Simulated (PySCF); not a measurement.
Computed with PySCF with PBE-D3(BJ)/def2-TZVP // r2SCAN-D4/def2-SVP. Isolated molecules, 0 K electronic values unless said otherwise. One relaxed conformer stands for a flexible species; it need not be the lowest. Excitations are Tamm–Dancoff values on a coarser integration grid. The basis has no diffuse functions, so Rydberg states are missing or too high.

Reference species (SMILES): `S[SiH2][GeH2][SiH2][GeH2][SH]` (neutral, multiplicity 1).

| Quantity | Value |
|---|---|
| S1 excitation (TDA) | 4.24 eV |
| HOMO–LUMO gap | 3.96 eV |
| LUMO | -1.92 eV |
| HOMO | -5.88 eV |

Changed species: `S[SiH2][GeH2][SH]` (n = 1; the reference has n = 2).

Task: Predict the effect on the S1 excitation (TDA), HOMO–LUMO gap, LUMO and HOMO.

Result: the S1 excitation (TDA) goes up by 0.33 eV, to 4.57 eV; the HOMO–LUMO gap rises by 0.37 eV, to 4.33 eV; the LUMO rises by 0.33 eV, to -1.59 eV; the HOMO drops by 0.04 eV, to -5.92 eV.
